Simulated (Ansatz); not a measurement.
GeH3N (`[NH2][GeH]`), 5 atoms. Charge 0, multiplicity 1. Correlated methods include outer-core shells of Ge, which these sets cover unevenly. Scalar relativity is left out up to krypton. All runs use 2 threads of a server CPU on a shared host. Correlated methods freeze the cores. Open-shell runs search over several starts.

Problem. How many basis functions does each run have, and how long does it take in Ansatz? UKS ωB97M-V/def2-TZVPP energy of the cation; RHF-CCSD(T)/def2-SVP energy; RKS ωB97M-V/def2-TZVPP energy and forces; RHF-CCSD(T)/def2-QZVPP energy; RKS ωB97M-V/def2-QZVPP energy; RHF-CCSD(T)/def2-TZVPP energy; RKS PBE0-D4/def2-TZVP relaxation (5 steps); UKS ωB97X-V/def2-TZVPP energy of the cation; RKS ωB97M-V/def2-SVP energy; UKS PBE-D4/def2-TZVPP energy of the cation; RKS PBE0-D4/def2-TZVPP energy; UKS PBE0-D4/def2-TZVPP energy of the cation. (Estimate.)

Solution. Ansatz gave: Other jobs shared the machine, so times are rough.

```csv
level,job,functions,wall time,peak host memory (GiB)
RHF-CCSD(T)/def2-SVP,energy,61,1 s,0.14
RKS PBE0-D4/def2-TZVPP,energy,121,1.1 s,0.2
UKS PBE-D4/def2-TZVPP,energy of the cation,121,1.4 s,0.15
UKS PBE0-D4/def2-TZVPP,energy of the cation,121,1.5 s,0.25
RKS ωB97M-V/def2-SVP,energy,61,1.7 s,0.17
RKS ωB97M-V/def2-TZVPP,energy and forces,121,3.3 s,0.26
RKS ωB97M-V/def2-QZVPP,energy,236,5 s,0.63
UKS ωB97M-V/def2-TZVPP,energy of the cation,121,5.5 s,0.37
UKS ωB97X-V/def2-TZVPP,energy of the cation,121,5.5 s,0.33
RKS PBE0-D4/def2-TZVP,relaxation (5 steps),97,7 s,0.17
RHF-CCSD(T)/def2-TZVPP,energy,121,7.5 s,0.54
RHF-CCSD(T)/def2-QZVPP,energy,236,65 s,4.3
```
